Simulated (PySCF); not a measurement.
HI3Si. Atoms are numbered in the order given.

```xyz
5

Si     0.0000     0.0000     0.6900
I     -2.0237    -1.1684    -0.0745
I      0.0000     2.3368    -0.0745
I      2.0237    -1.1684    -0.0745
H      0.0000     0.0000     2.1866
```
Charge 0, spin multiplicity 1.

Geometry optimised at PBE-D3(BJ)/def2-SVP. The def2 effective core potentials stand for the cores of I; spin–orbit coupling is left out.

Calculation: TDDFT-LC-ωPBE/def2-SVPD (PySCF 2.14.0).

Vertical excitations; the highest root listed may be one member of a degenerate set. The molecule is in vacuum. State labels are in the subgroup Cs.

Q: List the lowest excited states. (The exact figures need the calculation; the answer reports its results.)

A: 
| state | symmetry | energy (eV) | λ (nm) | f | main pairs |
|---|---|---|---|---|---|
| S1 | A" | 4.77 | 260 | 0.000 | HOMO→LUMO 87 % |
| S2 | A' | 5.08 | 244 | 0.031 | HOMO−2→LUMO (degenerate set) |
| S3 | A" | 5.08 | 244 | 0.031 | HOMO−1→LUMO (degenerate set) |
| S4 | A' | 5.21 | 238 | 0.006 | HOMO−3→LUMO 82 % |
| S5 | A" | 5.42 | 229 | 0.021 | HOMO−5→LUMO (degenerate set) |
| S6 | A' | 5.42 | 229 | 0.021 | HOMO−4→LUMO (degenerate set) |
| S7 | A" | 6.57 | 189 | 0.000 | HOMO→LUMO+2 (degenerate set) |
| S8 | A' | 6.57 | 189 | 0.000 | HOMO→LUMO+1 (degenerate set) |
| S9 | A" | 6.73 | 184 | 0.000 | HOMO−1→LUMO+2 37 %, HOMO−2→LUMO+1 37 %, HOMO−1→LUMO+5 7 %, HOMO−2→LUMO+4 7 % |
| S10 | A' | 6.80 | 182 | 0.012 | HOMO−1→LUMO+1 36 %, HOMO−2→LUMO+2 36 %, HOMO−3→LUMO 8 % |
| T1 | A" | 4.31 | 288 | 0 | HOMO→LUMO 82 % |
| T2 | A" | 4.49 | 276 | 0 | HOMO−1→LUMO (degenerate set) |
| T3 | A' | 4.49 | 276 | 0 | HOMO−2→LUMO (degenerate set) |
| T4 | A' | 4.71 | 263 | 0 | HOMO−3→LUMO 76 % |
Triplets are in the Tamm–Dancoff approximation, which puts them higher than full response would, so one can lie above its singlet here.
